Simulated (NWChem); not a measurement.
Species: silicon dioxide molecule (SiO$_{2}$); SMILES O=[Si]=O

```xyz
3

O      0.0000     0.0000    -1.5184
Si     0.0000     0.0000     0.0000
O      0.0000     0.0000     1.5184
```
Atoms are numbered in this order, from 1.

All runs: NWChem. All runs use the structure optimised with PBE0/def2-SVP. GIAO values for the isolated, static molecule; σ is the absolute isotropic shielding.

```csv
level,basis functions,σ O1 (ppm),σ Si2 (ppm)
PBE0/cc-pVDZ,46,(withheld),(withheld)
PBE0/cc-pVTZ,94,198.3,331.1
PBE0/cc-pCVTZ,145,203.7,328.9
PBE0/pcSseg-1,58,176.3,330.1
PBE0/pcSseg-2,115,199.2,323.7
```

Question: What belongs in the gaps?

Answer: 
- PBE0/cc-pVDZ, σ O1 (ppm): 181.0
- PBE0/cc-pVDZ, σ Si2 (ppm): 409.7
